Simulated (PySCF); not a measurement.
How methods differ on the excitation energy of Tc⁺

Tc⁺ [Kr] 4d5 5s1 (7S) → Tc⁺ [Kr] 4d4 5s1 5p1 (high-spin determinant), as a difference of total energies. Computed with PySCF 2.14 in ANO-RCC-VTZP (7s6p4d2f1g, 68 functions), with the spin-free X2C one-electron Hamiltonian (Gaussian nucleus). Correlated levels: valence: [Kr] frozen; valence and next inner shell: [Ar] 3d10 frozen. The calculations carry no spin-orbit coupling.

```
                                method  excitation energy (eV)
                                   UHF                   8.162
                                   LDA                   8.966
                                   PBE                   8.933
                                  PBE0                   8.886
                                r2SCAN                   8.998
                                M06-2X                   8.523
                                   M06                   8.954
                                 B97-3                   8.809
                         MP2 (valence)                   8.709
                     SCS-MP2 (valence)                   8.344
    MP2 (valence and next inner shell)                   8.916
SCS-MP2 (valence and next inner shell)                   8.623
```

How much does correlation contribute at MP2 (valence and next inner shell)?

8.916 − (8.162) = 0.754 eV, measured against UHF.

A first-order spin-orbit estimate (lowest level to lowest level, LS coupling) adds -0.268 eV.

The basis was made for the ground configuration and has no added diffuse functions, so the excitation energy can come out too high.

The determinant of the upper state mixes LS terms, which raises its energy above the lowest term, most at the Hartree-Fock and MP2 levels.
